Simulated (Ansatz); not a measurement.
Task: Name a neutral molecule of F, Ge and H with LUMO energy (PBE0/def2-TZVPP) between -0.55 and -0.25 eV and LUMO energy (B3LYP/def2-TZVPP) between -1.15 and -0.85 eV (Ansatz, PBE0-D4/def2-TZVP geometry).

Result: `[F][GeH]([F])[F]` (-0.46 eV, -0.89 eV). Other molecules can fit too; these were computed, each in one conformer that needn't be the lowest.

B3LYP here is the variant with VWN-RPA as its local correlation; programs differ in this.
